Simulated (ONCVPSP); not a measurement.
zinc: excitation energies, all-electron against ONCV

* Element: zinc
* Generator: ONCVPSP 4.0.1
* Type: optimised norm-conserving Vanderbilt (ONCV)
* Functional: PBE
* Relativity: scalar-relativistic
* Frozen core: [Ne]
* Valence charge: 20
* Reference configuration: 3s2 3p6 3d10 4s1.5 (charge +0.5)
* Partial waves: 3s+4s: rc 1.00 bohr, ncon 4, nbas 7, qcut 10.4 1/bohr, 2 projectors; 3p: rc 1.10 bohr, ncon 4, nbas 9, qcut 10.9 1/bohr, 1 projector; 3d: rc 0.70 bohr, ncon 4, nbas 7, qcut 13.3 1/bohr, 2 projectors, debl 2.1 Ha; f scattering state at 0.3 Ha: rc 0.90 bohr, ncon 4, nbas 7, qcut 12.5 1/bohr, 2 projectors, debl 0.9 Ha
* Local potential: polynomial inside 0.65 bohr (lpopt 5, dvloc0 0 Ha)
* Core correction: none

Energies are relative to the spin-unpolarised reference configuration 3s2 3p6 3d10 4s1.5; without spin polarisation the order of configurations can differ from experiment.

**Question.** Give the all-electron excitation energy and the error of the potential for: 3s2 3p6 3d10 4s2; 3s2 3p6 3d10 4s1; 3s2 3p6 3d10 4s0; 3s1 3p6 3d10 4s2.

**Answer.**

```json
{"valence configuration": "3s2 3p6 3d10 4s2", "charge": "0", "ΔE all-electron (eV)": "-3.941", "error AE − PS (meV)": "+0.3"}
{"valence configuration": "3s2 3p6 3d10 4s1", "charge": "+1", "ΔE all-electron (eV)": "5.948", "error AE − PS (meV)": "-0.3"}
{"valence configuration": "3s2 3p6 3d10 4s0", "charge": "+2", "ΔE all-electron (eV)": "24.390", "error AE − PS (meV)": "0.0"}
{"valence configuration": "3s1 3p6 3d10 4s2", "charge": "+1", "ΔE all-electron (eV)": "134.107", "error AE − PS (meV)": "-32"}
```

Levels in the configuration 3s2 3p6 3d10 4s1:

```tsv
level	all-electron (eV)	pseudo (eV)
3s	-138.900	-138.895
3p	-93.085	-93.082
3d	-19.761	-19.760
4s	-13.998	-13.997
```
